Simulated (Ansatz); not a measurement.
Cartesian coordinates (Å):
```xyz
5

N      2.3655     0.6537    -0.9288
C      1.2822     0.3546    -0.7089
B     -0.1303    -0.0359    -0.4224
N     -1.2890    -0.3565    -0.1876
H     -2.2283    -0.6160     0.0033
```
Charge 0, spin multiplicity 1.

Method: frozen-core CCSD(T)/cc-pVTZ // CAM-B3LYP-D3(BJ)/def2-TZVP (Ansatz, a first-principles code).

| Quantity | Result |
|---|---|
| HF energy | -172.09741 Ha |
| MP2 correlation energy | -0.62597 Ha |

Problem. Estimate the CCSD correlation energy, the (T) correction, the total energy and the T1 diagnostic.

Solution. 
```
Item                             Value
-----------------------  -------------
CCSD correlation energy    -0.62907 Ha
(T) correction             -0.03385 Ha
CCSD(T) total energy     -172.76032 Ha
T1 diagnostic                    0.016
```
